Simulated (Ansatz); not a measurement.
```yaml
crystal:
  periodic: [false, false, false]
  atoms:
    - {symbol: Pt, position_ang: [-0.416166, -1.404444, 0.122488]}
    - {symbol: Pt, position_ang: [-0.572685, 1.003615, -0.909253]}
    - {symbol: Ru, position_ang: [0.988851, 0.400830, 0.786775]}
basis:
  gaussian: {orbitals: def2-SVP}
hamiltonian: {xc: {name: HSE06}, pseudopotentials: {relativity: none}}
output: {forces: true}
```

```sh
$ ansatz run in.yaml --threads 4 --pin off --events-out ev --progress --plain --max-ram 3916MiB
```

Shortened log:

```
Functional definition: HSE06
984 factors; integrals over basis functions are off by at most 2.6e-4 eV
72 factors; integrals over basis functions are off by at most 1.3e-5 eV
mean field evaluation 1: about -9064.2211 eV, gradient 5.9e1 eV
mean field evaluation 2: about -8819.1773 eV, gradient 2.5e2 eV
mean field evaluation 4: about -9066.1618 eV, gradient 5.1e1 eV
mean field evaluation 8: about -9070.4262 eV, gradient 3.0e1 eV
mean field evaluation 16: about -9072.7550 eV, gradient 7.1e-5 eV
mean field evaluation 32: about -9072.7585 eV, gradient 4.5e-2 eV
mean field evaluation 64: about -9072.7555 eV, gradient 5.0e-2 eV
mean field evaluation 96: about -9072.7548 eV, gradient 9.8e-2 eV
mean field evaluation 128: about -9072.7537 eV, gradient 1.7e-1 eV
mean field evaluation 160: about -9072.7562 eV, gradient 1.4e-1 eV
mean field -9072.76086274 eV, -333.4178119676 hartree, gradient 7.3e-9 eV, S^2 0.000000; 12 other end points of the search recorded, 0 dependent functions left out
reference -9072.76090180 eV, -333.4178134031 hartree; 26, 26 occupied and 69, 69 virtual orbitals, 984 factors
Total energy: -9072.76090180 eV, -333.4178134031 hartree
Atom 0 at    -0.416166    -1.404444     0.122488 Å, force    -0.304910     0.622928    -0.516623 eV/Å
Atom 1 at    -0.572685     1.003615    -0.909253 Å, force    -0.482546    -0.726719    -0.188977 eV/Å
Atom 2 at     0.988851     0.400830     0.786775 Å, force     0.787456     0.103792     0.705601 eV/Å
Dipole moment:     0.326826     0.114837     0.189910 e Å
```

Run time 20 s (4 threads of Intel Xeon 6975P-C on a shared host).

In the def2 sets Pt, Ru take a core potential; there is no spin–orbit coupling. HSE06 is defined as in plane-wave codes, on full-range PBE exchange. The restricted singlet is unstable towards broken spin symmetry in Hartree–Fock (as tested in another run); at RKS HSE06/def2-SVP this wasn't settled.
